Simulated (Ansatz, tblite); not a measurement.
Removing an electron: [V(H2S)Cl5]2- (VH2SCl5²⁻). Charge -2, multiplicity 3. Geometry: PBE-D4/def2-SVPD. Ansatz, gas phase; energy differences of separate SCF runs; the oxidised species was run as a doublet alone.

| atom | x (Å) | y (Å) | z (Å) |
| --- | --- | --- | --- |
| V1 | -0.583 | 0.236 | -0.487 |
| S2 | 0.711 | -0.528 | 1.856 |
| H3 | 1.064 | -1.653 | 1.159 |
| H4 | 1.549 | 0.260 | 1.030 |
| Cl5 | -1.355 | 1.007 | -2.549 |
| Cl6 | -1.020 | 2.153 | 0.843 |
| Cl7 | 0.424 | -1.833 | -1.249 |
| Cl8 | -2.579 | -0.869 | 0.165 |
| Cl9 | 1.790 | 1.228 | -0.770 |

The xTB rows come from tblite. A multiply charged anion in the gas phase is held together partly by the finite basis.

```csv
level,−HOMO (eV),vertical IE (eV),−LUMO (eV),HOMO–LUMO gap (eV),remarks
PBE-D4/def2-TZVPD,-2.86,-0.37,-3.22,0.36,HOMO above zero (-2 triplet)
r2SCAN-D4/def2-TZVPD,-2.16,0.10,-3.20,1.03,HOMO above zero (-2 triplet)
```

Estimate the rows for GFN1-xTB, GFN2-xTB.


| level | −HOMO (eV) | vertical IE (eV) | −LUMO (eV) | HOMO–LUMO gap (eV) |
| --- | --- | --- | --- | --- |
| GFN1-xTB | – | 5.41 | – | – |
| GFN2-xTB | – | 4.58 | – | – |

  A HOMO above zero means that the electron is unbound at that level or that self-interaction error raises the level; the energy of removing that electron tells which. HOMO and LUMO are the levels of the spin that leaves or enters (xTB has no such levels and no spin-polarisation term). Other spin states of the ions may lie lower, which would lower the ionisation energy or raise the affinity. Raw xTB energy differences between charge states are shifted by several eV; the methods need an empirical correction for them.
